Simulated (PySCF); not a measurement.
## The third ionisation energy along the third row

Calculated with PySCF 2.14 from differences of total energies of unrestricted determinants, without spin-orbit coupling. Values in eV. The last column holds reference values (NIST; (s) semi-empirical, (t) theoretical, else measured). Unmarked ones compare directly (S terms, centres of terms, or small fine structure); those marked * lie between the lowest fine-structure levels and include a spin-orbit shift.

| element | configurations | PBE0 | r2SCAN | MP2 (valence) | SCS-MP2 (valence) | CCSD (valence) | CCSD(T) (valence) | reference |
| --- | --- | --- | --- | --- | --- | --- | --- | --- |
| Al (dyall-av3z, spin-free X2C) | [Ne] 3s1 → [Ne] | 28.734 | 28.430 | n/a | n/a | n/a | n/a | 28.448 |
| Si (dyall-av3z, spin-free X2C) | [Ne] 3s2 → [Ne] 3s1 | 33.309 | 32.936 | 32.900 | 33.077 | 33.250 | 33.250 | 33.493 |
| S (dyall-av3z, spin-free X2C) | [Ne] 3s2 3p2 → [Ne] 3s2 3p1 | 34.867 | 35.022 | 34.636 | 34.539 | 34.675 | 34.706 | 34.86 ± 0.04 (s) * |
| Cl (dyall-av3z, spin-free X2C) | [Ne] 3s2 3p3 → [Ne] 3s2 3p2 | 39.659 | 39.839 | 39.618 | 39.419 | 39.547 | 39.581 | 39.8 ± 0.11 (s) * |
| Ar (dyall-av3z, spin-free X2C) | [Ne] 3s2 3p4 → [Ne] 3s2 3p3 | 40.709 | 40.681 | 40.210 | 40.302 | 40.319 | 40.346 | 40.735 ± 0.012 (s) * |

Problem. Fill in the row of P (dyall-av3z, spin-free X2C) ([Ne] 3s2 3p1 → [Ne] 3s2).

Solution. PBE0 30.251; r2SCAN 30.357; MP2 (valence) 29.870; SCS-MP2 (valence) 29.859; CCSD (valence) 29.989; CCSD(T) (valence) 30.018; reference 30.203 * (eV).

"Valence" correlates the outer s and p shells and, in groups 3 to 12 and the f block, the outer d or f shell, open or full, or the next shell where the ion has no valence electron left; the wider scheme adds the next inner shell.
